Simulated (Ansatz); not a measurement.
Total energies of `CO[BH][ZnH]`.

Cartesian coordinates in Å:
```
C 0.633 1.244 -0.889
O -0.097 0.565 0.117
B -0.134 -0.779 0.202
Zn -1.258 -1.637 1.743
H -0.056 1.859 -1.471
H 1.368 1.896 -0.412
H 1.142 0.535 -1.548
H 0.496 -1.394 -0.633
H -2.094 -2.289 2.890
```

Total charge 0; spin multiplicity 1. For Zn the d shell is correlated and the shells below it are frozen. Scalar relativity is left out up to krypton. All single points use the PBE0-D4/def2-TZVP geometry. It is one conformer, not always the lowest. Basis def2-TZVPP, Ansatz 0.2.0.

RPA on PBE orbitals: Hartree–Fock energy of these orbitals -1918.10198 Eh, correlation -1.50886 Eh (frozen core).

```tsv
functional	energy without D4 (Eh)	D4 term (kJ/mol)
LDA (SPW92)	-1916.52120	–
PBE	-1920.18166	-13.2
revPBE	-1920.46777	-43.5
BLYP	-1920.67032	-29.5
r2SCAN	-1920.53377	-3.3
B97M-V	-1920.26433	–
PBE0	-1920.21182	-11.1
B3LYP	-1920.69601	-21.3
r2SCANh	-1920.51075	-3.5
r2SCAN0	-1920.47808	-3.8
HSE06 (plane-wave form)	-1920.20211	-10.3
BHLYP	-1920.51278	-15.8
CAM-B3LYP	-1920.68071	-11.2
LC-ωPBE	-1920.31102	–
ωB97X-V	-1920.41900	–
ωB97M-V	-1920.46923	–
B2PLYP	-1920.23611	–
PBE-QIDH	-1919.94279	–
```

B3LYP takes the VWN-RPA correlation (the form of Gaussian; ORCA's B3LYP/G). HSE06 is the plane-wave form, built on full-range PBE exchange. The double hybrids freeze the cores in their second-order part.

LC-ωPBE has ω = 0.4 bohr⁻¹.
